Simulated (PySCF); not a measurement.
How methods differ on the excitation energy of Ga⁺

Ga⁺ [Ar] 3d10 4s2 (1S) → Ga⁺ [Ar] 3d10 4s1 4d1 (3D), as a difference of total energies. Computed with PySCF 2.14 in aug-cc-pVQZ-PP with ECP10MDF, with a scalar-relativistic core potential. Correlated levels: valence: 3s2 3p6 3d10 frozen. The calculations carry no spin-orbit coupling.

Order these methods by the excitation energy they give, lowest first.
A. MP2 (valence)
B. PBE
C. CAM-B3LYP
D. r2SCAN

A (13.242 eV), B (13.610 eV), D (13.716 eV), C (14.077 eV).

Errors of the correlated levels include the incompleteness of this basis and the frozen core.

For comparison: 14.116 eV (measured; NIST levels, between the centres of gravity of the two terms).
